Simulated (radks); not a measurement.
All-electron atom: Eu XXXII in [Ar] 3d10 4s2 4p2. Calculated with a radial shooting solver on a logarithmic mesh with Libxc functionals: scalar-relativistic Kohn-Sham, LB94 model potential, spin-polarised, spherical densities, finite nucleus; open shells are filled with parallel spins first (spin-orbit coupling, left out, can overturn this in heavy ions); Fermi nuclear charge, rms radius 5.1115 fm.

Unscreened Slater integrals over Kohn-Sham orbitals (eV). They are taken over the spin-up orbitals.

| integral | value |
|---|---|
| F0(4p,4p) | 47.269 |
| F2(4p,4p) | 24.691 |
| F0(4p,4s) | 47.797 |
| G1(4p,4s) | 32.380 |
| F0(4p,3d) | 59.978 |
| F2(4p,3d) | 17.120 |
| G1(4p,3d) | 5.5970 |
| G3(4p,3d) | 5.6358 |
| F0(4p,3p) | 58.982 |
| F2(4p,3p) | 18.287 |
| G0(4p,3p) | 4.9187 |
| G2(4p,3p) | 5.9538 |
| F0(4s,4s) | 48.369 |
| F0(4s,3d) | 60.831 |
| G2(4s,3d) | 5.6963 |
| F0(4s,3p) | 59.827 |
| G1(4s,3p) | 5.9692 |
| F0(3d,3d) | 111.79 |
| F2(3d,3d) | 56.835 |
| F4(3d,3d) | 36.530 |
| F0(3d,3p) | 104.65 |
| F2(3d,3p) | 50.480 |
| G1(3d,3p) | 55.730 |
| G3(3d,3p) | 36.615 |
| F0(3p,3p) | 100.41 |
| F2(3p,3p) | 50.547 |

Derived for the open shells (J is the average intra-shell exchange parameter used in DFT+U). 4p: J = F2/5 = 4.938 eV.
